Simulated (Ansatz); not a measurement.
Reaction (formal exchange of groups at the Se–B bond): `COB(C)[SeH]` + `OC1CC1` → `OC1([SeH])CC1` + `CBOC`

Program: Ansatz. Geometries: PBE0-D4/def2-TZVP. ΔE: electronic, gas phase. CCSD(T)/CBS adds triple-zeta CCSD(T) − MP2 to the extrapolated MP2 energy (def2 sets, frozen cores). DFT in def2-TZVPP. B3LYP here is the variant with VWN-RPA as its local correlation; programs differ in this. For Se outer-core shells are correlated without core-valence functions, which leaves a few kJ/mol of doubt a bond. Scalar relativity is left out up to krypton. Each species was taken in one conformer, which may not be the lowest.

```
          level  ΔE (eV)
        PBE0-D4     1.06
       B3LYP-D4     1.00
        ωB97M-V     1.02
         B2PLYP     1.01
         r2SCAN     1.06
           PBE0     1.05
CCSD/def2-TZVPP     1.05
   HF/CBS(def2)     1.05
```

(1) What does CCSD(T)/CBS give? (An estimate is asked.)

Largest T1 diagnostic among the species: 0.012.

Answers

(1) Ansatz gave: +1.06 eV. The listed levels differ from it by 0.00, -0.06, -0.04, -0.05, 0.00, -0.01, -0.01, -0.01 eV.

From PBE to PBE0 (25 % exact exchange), in def2-TZVPP and without D4, ΔE moves by +0.05 eV.
